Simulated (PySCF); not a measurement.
C₂O₂Ru, SMILES [O+]#[C-]->[Ru]<-[C-]#[O+] (connectivity only; charge and spin as stated), neutral, multiplicity 3.

Geometry: PBE0-D3(BJ)/def2-SVP. The spin state was assumed, not searched. The def2 effective core potentials stand for the cores of Ru; spin–orbit coupling is left out.

Calculation: TDA-ωB97X/def2-SVPD in PySCF 2.14.0.

Vertical excitations. Gas-phase values at a fixed geometry.

Question: Give excitation energies, oscillator strengths and character. (The exact figures need the calculation; the answer reports its results.)

Answer: 
| state | energy (eV) | λ (nm) | f | main pairs |
|---|---|---|---|---|
| root 1 | 0.85 | 1456 | 0.000 | β HOMO→LUMO 84 % |
| root 2 | 1.02 | 1215 | 0.000 | β HOMO−1→LUMO 80 % |
| root 3 | 1.48 | 840 | 0.000 | β HOMO−2→LUMO 87 % |
| root 4 | 1.59 | 780 | 0.000 | β HOMO→LUMO+1 88 % |
| root 5 | 1.80 | 688 | 0.001 | β HOMO−1→LUMO+1 92 % |
| root 6 | 1.97 | 628 | 0.003 | α HOMO→LUMO 47 %, β HOMO−2→LUMO+1 48 % |
| root 7 | 2.20 | 564 | 0.032 | α HOMO→LUMO 46 %, β HOMO−2→LUMO+1 45 % |
| root 8 | 2.32 | 534 | 0.000 | α HOMO→LUMO+1 94 % |
| root 9 | 3.11 | 398 | 0.001 | α HOMO−2→LUMO 8 %, β HOMO→LUMO+2 74 % |
| root 10 | 3.28 | 378 | 0.001 | α HOMO−2→LUMO+1 20 %, β HOMO→LUMO+3 70 % |
Unrestricted roots are not spin-pure.
